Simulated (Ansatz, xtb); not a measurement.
Two structures of AlClF2HSi−

We compare X, a singlet given by its coordinates, with Y, a singlet given by its coordinates. Both are isolated ions in the gas phase, relaxed with BLYP-D3(BJ)/def2-SVPD.

X (Å):

```xyz
6

Al    0.4814   -0.0782   -0.3456
Cl   -1.3209   -1.2633    0.8138
F     1.7827    0.1877    0.7735
F     1.0875   -1.1304   -1.5884
Si   -1.7009    1.0257   -0.4578
H    -1.3966    1.7912    0.8594
```

Close contacts (Å): Al1–Cl2 2.45, Al1–F3 1.74, Al1–F4 1.74, Al1–Si5 2.45, Cl2–Si5 2.65, Si5–H6 1.55.

Y (Å):

```tsv
atom	x (Å)	y (Å)	z (Å)
Al	-0.4358	0.3789	-0.0652
Cl	-1.2371	2.0167	1.2483
F	1.7687	-1.1599	1.9526
F	-1.0677	0.7082	-1.6551
Si	1.6420	-1.0000	0.2194
H	0.8667	-2.3177	-0.0765
```

Close contacts (Å): Al1–Cl2 2.25, Al1–F4 1.74, Al1–Si5 2.51, F3–Si5 1.75, Si5–H6 1.56.

Estimate which is lower in electronic energy at CCSD(T)/def2-SVPD + ΔMP2/def2-TZVPPD, and by roughly how much.

The CCSD(T)/def2-SVPD + ΔMP2/def2-TZVPPD calculation puts structure X lower, by 0.299 eV.

How the difference moves with the method:

| level | geometry | E(Y) − E(X) (eV) | departure from the last row (eV) | job, with rough time for the two |
| --- | --- | --- | --- | --- |
| BLYP-D3(BJ)/def2-SVPD | BLYP-D3(BJ)/def2-SVPD | +0.194 | −0.105 | optimisation, 79 s |
| HF/def2-SVPD | BLYP-D3(BJ)/def2-SVPD | +0.391 | +0.093 | part of the CCSD(T) run |
| MP2/def2-SVPD | BLYP-D3(BJ)/def2-SVPD | +0.369 | +0.071 | part of the CCSD(T) run |
| CCSD(T)/def2-SVPD | BLYP-D3(BJ)/def2-SVPD | +0.350 | +0.052 | single point |
| CCSD(T)/def2-SVPD + ΔMP2/def2-TZVPPD | BLYP-D3(BJ)/def2-SVPD | +0.299 |  | single point, 40 s |

None of the levels shown reverses the order. The largest departure from CCSD(T)/def2-SVPD + ΔMP2/def2-TZVPPD is that of BLYP-D3(BJ)/def2-SVPD, 0.105 eV. Levels run at GFN2-xTB geometries aren't shown. The last row adds to CCSD(T) the change of the MP2 difference between the two basis sets, here −0.052 eV.

With harmonic frequencies from BLYP-D3(BJ)/def2-SVPD (ideal gas, rigid rotor, one conformer each, 298.15 K, 1 atm): the zero-point term adds −0.003 eV; ΔH is +0.301 and ΔG +0.258 eV.

The correlated steps freeze 17 core orbitals. Codes used: Ansatz 0.2.0; the last row on 2 threads of Intel(R) Xeon(R) Platinum 8375C CPU @ 2.90GHz (Ice Lake) on a shared host.
